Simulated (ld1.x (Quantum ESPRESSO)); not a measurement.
# Al (Z = 13), RRKJ: configuration errors across variants

ld1.x (Quantum ESPRESSO) 7.5 input, shortened:

```
&input
   title='Al', zed=13., rel=1, dft='PBESOL', iswitch=3,
   config='[Ne] 3s2 3p1 3d-2'
 /
 &inputp
   pseudotype=2, tm=.false., lloc=-1, rcloc=2.20,
   nlcc=.true., rcore=2.15
 /
3
3S  1  0   2.00   0.00  2.35  2.35  0.0
3P  2  1   1.00   0.00  2.30  2.30  0.0
3D  3  2  -2.00  -0.20  2.40  2.40  0.0
 &test
   configts(1)='3s2 3p1'
 /
```

All-electron excitation energies from the reference (eV): (1) 3s2 3p0 5.736; (2) 3s1 3p0 24.906; (3) 3s2 3p0.5 2.074; (4) 3s1 3p2 5.119; (5) 3s0 3p3 10.405; (6) 3s1 3p1 11.527; (7) 3s2 3p1.3 -0.568.

3 further variants failed, have other tests or too few solved ones, and are left out.

Errors AE − PS in meV (a dash: test not solved or not reliable):

| change | (1) | (2) | (3) | (4) | (5) | (6) | (7) | bound ghosts |
| --- | --- | --- | --- | --- | --- | --- | --- | --- |
| base | -0.9 | +9.9 | -0.1 | +2.8 | +14 | +6.3 | 0.0 | none |
| wave 3s (bound): rc 2.35 bohr becomes 3s (bound): rc 1.78 bohr | -0.5 | +8.4 | -0.1 | +0.9 | +5.9 | +4.2 | 0.0 | none |
| wave 3s (bound): rc 2.35 bohr becomes 3s (bound): rc 2.36 bohr | -0.9 | +9.9 | -0.1 | +2.8 | +14 | +6.3 | 0.0 | none |
| wave 3s (bound): rc 2.35 bohr becomes 3s (bound): rc 2.66 bohr | -0.1 | +10 | 0.0 | +0.6 | +4.1 | +4.0 | 0.0 | none |
| wave 3s (bound): rc 2.35 bohr becomes 3s (bound): rc 2.84 bohr | +0.5 | +8.5 | +0.1 | -0.9 | -1.0 | +2.1 | 0.0 | none |
| wave 3s (bound): rc 2.35 bohr becomes 3s (bound): rc 3.10 bohr | +2.0 | +1.9 | +0.3 | -6.1 | -19 | -4.5 | +0.1 | none |
| wave 3s (bound): rc 2.35 bohr becomes 3s (bound): rc 3.50 bohr | +6.0 | -9.9 | +0.8 | -18 | -65 | -20 | +0.1 | none |

Give the same row for: wave 3s (bound): rc 2.35 bohr becomes 3s (bound): rc 3.38 bohr.

+3.9, -4.9, +0.5, -13, -43, -13, +0.1; bound ghosts: none.
